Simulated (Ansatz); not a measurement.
`BC[SiH](F)Cl` + H₂ → `C[SiH](F)Cl` + BH₃ at 500 K and 1 bar (hydrogenolysis of a C–B bond).

Program: Ansatz. Geometries: PBE0-D4/def2-TZVP. ΔE: electronic, gas phase. CBS: MP2 limit from def2 TZ/QZ plus the TZ coupled-cluster correction, frozen cores. This one scheme is used for every species. Each species was taken in one conformer, which may not be the lowest.

```csv
species,CCSD(T)/CBS energy (Eh),H − E (kJ/mol),S (J/(mol·K))
`BC[SiH](F)Cl`,-914.62178,208.5,419.6
H₂,-1.17544,41.0,145.5
`C[SiH](F)Cl`,-889.24457,169.6,369.4
BH₃,-26.55200,86.8,208.8
```

H − E and S are ideal-gas, rigid-rotor, harmonic terms from PBE0-D4/def2-TZVP, for one conformer and one mirror image of each species. The MP2-based limit puts H₂ 0.8 mEh under its directly extrapolated value; such offsets cancel only in part. 1 Eh = 2625.50 kJ/mol, R = 8.31446 J/(mol·K).

Task: By hand: ΔE, ΔH, ΔS and ΔG.

Result: ΔE = (-889.24457) + (-26.55200) − (-914.62178) − (-1.17544) = 0.00065 Eh = 1.7 kJ/mol. Δ(H − E) = 169.6 + 86.8 − 208.5 − 41.0 = 6.9, so ΔH = 8.6 kJ/mol. ΔS = 369.4 + 208.8 − 419.6 − 145.5 = 13.1 J/(mol·K). ΔG = 8.6 − 500 × (13.1)/1000 = 2.0 kJ/mol.

Task: By hand: the equilibrium constant, and the temperature at which ΔG would vanish if ΔH and ΔS stayed fixed.

Result: log₁₀ K = −ΔG/(RT ln 10) = -0.2. ΔG = 0 at ΔH/ΔS = 656 K, though so small a ΔH makes that figure unsure.

TΔS isn't small against ΔH here. The sign of ΔG lies within the doubt. A doubt of 5 kJ/mol in ΔE shifts log₁₀ K by 0.5 here. Other conformers and mirror images would add mixing entropy, several J/(mol·K) or more a flexible species. Modes under 60 cm⁻¹, often nearly free rotors, make the harmonic entropy too high. These are equilibria of isolated gas molecules and say nothing of rates. Largest T1 diagnostic: 0.011 (customary marks: 0.02 for closed shells, 0.045 for open ones).
